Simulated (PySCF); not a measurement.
# Working out the excitation energy of Cl⁺

Cl⁺ [Ne] 3s2 3p4 (3P) → Cl⁺ [Ne] 3s1 3p4 3d1 (high-spin determinant). Calculation: PySCF 2.14, in dyall-av2z; the non-relativistic Hamiltonian (point nucleus). Frozen: [Ne]; the 16 highest virtual orbitals dropped. Energies in hartree (1 hartree = 27.21139 eV):

```tsv
part	Cl⁺ (lower)	Cl⁺ (upper)
UHF	-459.038440	-458.056269
MP2 opposite-spin	-0.073225	-0.057265
MP2 same-spin	-0.024067	-0.019039
```

**Question.** What does Hartree-Fock give?

**Answer.** (-458.056269) − (-459.038440) = 0.982171 hartree = 26.726 eV.

**Question.** What do MP2 and SCS-MP2 (6/5 opposite-spin, 1/3 same-spin) give?

**Answer.** The opposite-spin parts differ by 0.434 eV and the same-spin parts by 0.137 eV. MP2: 26.726 + (0.434) + (0.137) = 27.297 eV. SCS-MP2: 26.726 + 1.2 × (0.434) + (0.137)/3 = 27.292 eV.

One determinant mixes LS terms, so it does not stand for a single term.

The upper state lies above the first ionisation limit, where it may autoionise and the basis confines it.

A double-zeta basis recovers only part of the correlation energy.
